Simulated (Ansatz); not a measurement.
Energy needed to pull apart CH3AlBN, singlet, into free ground-state atoms, from the structure below (displaced at random from a GFN2-xTB minimum); no zero-point or spin–orbit terms; open-shell atoms are treated unrestricted, in their ground-state multiplicity.

```
atom    x (Å)    y (Å)    z (Å)
  B1  -1.1671  -0.8225  -0.6734
  C2   0.0518  -1.1094   0.0191
  N3   0.6572   0.1645   0.3703
 Al4  -0.6821   1.0958  -0.4077
  H5   0.6365  -1.9720   0.3598
  H6   1.5292   0.0598   0.8609
  H7  -1.0184   2.5970  -0.5448
```

Program: Ansatz 0.2.0. Basis: def2-TZVPP. Cores are frozen in the correlated methods.

| method | atomization energy (kcal/mol) |
| --- | --- |
| PBE-D4 | ? |
| r2SCAN-D4 | 542.4 |
| PBE0-D4 | 542.9 |
| BHLYP-D4 | 516.2 |
| wB97X-V | ? |
| wB97M-V | 542.4 |
| HF | 352.7 |
| MP2 | 531.0 |
| CCSD | 503.3 |
| CCSD(T) | 516.5 |

What does PBE-D4 give? (To be estimated.)

Computed: 558.9 kcal/mol, which is about 42.4 kcal/mol more than CCSD(T)/def2-TZVPP.

What does wB97X-V give? (To be estimated.)

By the calculation: 540.2 kcal/mol, which is about 23.7 kcal/mol more than CCSD(T)/def2-TZVPP.

In triple zeta the MP2 and coupled-cluster atomization energies are still short of their basis limit by a few kcal/mol a bond, whereas those of the functionals are nearly converged, so these differences are not deviations from converged CCSD(T).

T1 diagnostic: at most 0.018. The restricted Hartree–Fock reference is unstable towards an unrestricted one here.

For scale, one of the runs: CCSD(T)/def2-TZVPP forces, 177 basis functions (an equivalent command: `ansatz run in.yaml --threads 4`). The run took 94 s on 4 CPU threads (shared host), with 3.1 GiB of host memory at its peak.
